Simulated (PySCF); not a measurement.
C₂H₄NO, SMILES C[N]C=O (connectivity only; charge and spin as stated), charge -1, multiplicity 1.

The structure is a stationary point at B3LYP-D3(BJ)/def2-SVPD. A frequency run showed that this geometry is not a minimum. The multiplicity is an assumed one; other spin states were not compared. The isomer is the one that the SMILES or the coordinates give; other isomers of the formula were not compared. Other conformers were not sampled.

All values below come from PBE/def2-TZVPD (PySCF).

Symmetry labels are those of the subgroup Cs that the program uses (full group Cs).

Task: List the valence orbital energies around the gap with their symmetry. (An estimate is asked for; the answer gives what the named calculation found.)

Result: 
| orbital | symmetry | energy (eV) |
|---|---|---|
| HOMO−7 | A' | -5.68 |
| HOMO−6 | A" | -5.12 |
| HOMO−5 | A' | -4.47 |
| HOMO−4 | A' | -3.71 |
| HOMO−3 | A" | -2.94 |
| HOMO−2 | A' | -0.15 |
| HOMO−1 | A' | 0.37 |
| HOMO | A" | 0.57 |
| LUMO | A' | 3.71 |
| LUMO+1 | A' | 4.48 |
| LUMO+2 | A' | 5.06 |
| LUMO+3 | A" | 5.23 |
